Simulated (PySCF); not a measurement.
C2H7NSi, SMILES C1NC[SiH2]1. Atoms are numbered in the order given.

```xyz
11

C     -0.4480     0.1322    -1.1664
N     -1.2544    -0.2811     0.0000
C     -0.4480     0.1322     1.1664
Si     1.0610    -0.0427     0.0000
H     -0.5577    -0.5296    -2.0515
H     -0.5927     1.1924    -1.5002
H     -2.2328     0.0360     0.0000
H     -0.5927     1.1924     1.5002
H     -0.5577    -0.5296     2.0515
H      2.1302     1.0183     0.0000
H      1.7064    -1.4002     0.0000
```
Charge 0, spin multiplicity 1.

Geometry: PBE-D3(BJ)/def2-SVP.

Two levels are set side by side: PBE/pcSseg-1 (PySCF) and PBE0/pcSseg-1 (PySCF). GIAO shifts against NH3 (¹⁵N), TMS (²⁹Si), TMS (¹H), TMS (¹³C) at the same level; non-relativistic, no solvent, atoms listed together averaged. Differences are taken from unrounded values.

```
quantity                  PBE0    PBE  PBE minus PBE0
-----------------------  -----  -----  --------------
δ(¹³C) of C1, C3 (ppm)    45.2   47.8             2.7
δ(¹⁵N) of N2 (ppm)        44.3   54.9            10.7
δ(²⁹Si) of Si4 (ppm)     -20.7  -22.9            -2.2
δ(¹H) of H7 (ppm)         1.05   1.04           -0.01
δ(¹H) of H10, H11 (ppm)   5.28   5.39            0.10
```

Rough cost on one machine, each run with all the roots and properties that it gave: PBE0 against PBE within a factor of 2.
